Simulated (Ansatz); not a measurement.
The first iterations of a band of CH5N + FH3Si (12 atoms, charge 0, multiplicity 1).

These are results of Ansatz, RKS B3LYP-D4/def2-SVP, not measurements.

| Property | Result |
| --- | --- |
| movable images | 5 |
| climbing image | yes |
| spring | 5.0 eV/Å² |
| optimiser | quadratic models (default) |
| start path | through a guess of the saddle point |
| force threshold | 0.05 eV/Å |
| iteration limit | 60 |
| end points | relaxed |

First end point:

```xyz
12
Properties=species:S:1:pos:R:3
Si -1.645 0.717 0.288
F -0.705 0.659 1.634
H -0.999 1.395 -0.866
H -2.746 1.637 0.731
H -2.312 -0.573 -0.033
H 0.280 -1.590 0.421
N 0.352 -0.867 -0.296
C 1.632 -0.169 -0.194
H 0.256 -1.336 -1.198
H 1.688 0.319 0.790
H 1.678 0.624 -0.958
H 2.522 -0.815 -0.319
```

Last end point:

```xyz
12
Properties=species:S:1:pos:R:3
Si -1.333 0.543 -0.344
F -0.386 -1.175 2.172
H -1.431 1.344 -1.605
H -1.247 1.477 0.806
H -2.507 -0.363 -0.252
H -0.147 -1.081 1.249
N 0.112 -0.484 -0.301
C 1.442 0.128 -0.222
H 0.088 -1.256 -0.967
H 1.469 0.826 0.628
H 1.733 0.684 -1.133
H 2.206 -0.643 -0.033
```

| iteration | highest image above the first end (eV) | largest band force component (eV/Å) |
| --- | --- | --- |
| 1 | 1.852 | 4.164 |
| 2 | 1.431 | 2.245 |
| 3 | 1.304 | 4.597 |
| 4 | 1.233 | 1.459 |
| 5 | 1.233 | 0.542 |

**Question.** Does the band converge within its limit, and where does its top end?

**Answer.** The run converged. It ended after 16 iterations with the highest image 1.207 eV above the first end. A vibrational analysis at the climbing image gives one clearly imaginary mode, 658i cm⁻¹: a first-order saddle point. The orbitals stay closed-shell, which can raise the energy where a bond breaks towards radicals; this wasn't checked here.

Run time: 2.6 min on 2 threads of Arm Neoverse V2, on a shared host, peak memory 0.21 GiB.
